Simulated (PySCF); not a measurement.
**Radial density of Cr (chromium, neutral)**

UHF, [Ar] 3d5 4s1, high-spin 7S determinant. Calculation: PySCF 2.14, in x2c-TZVPall (6s5p4d1f, 48 functions); scalar relativity by spin-free X2C-1e.

```csv
r (bohr),4πr²ρ (e/bohr),4πr²(ρα − ρβ)
0.00114,0.1983,0.0000
0.00192,0.5054,0.0001
0.00323,1.272,0.0003
0.00543,3.084,0.0006
0.00914,6.988,0.0014
0.0154,14.12,0.0027
0.0259,23.57,0.0040
0.0435,28.80,0.0029
0.0731,24.08,-0.0012
0.123,23.56,0.0211
0.207,31.48,0.2064
0.348,17.36,1.0309
0.585,11.19,2.7703
0.985,11.70,3.3284
1.66,3.320,1.8882
2.79,0.7583,0.7272
4.69,0.1940,0.1940
7.88,0.01195,0.0119
```

Densities and radii are taken from the X2C orbitals without a picture-change correction, which distorts them close to the nucleus.
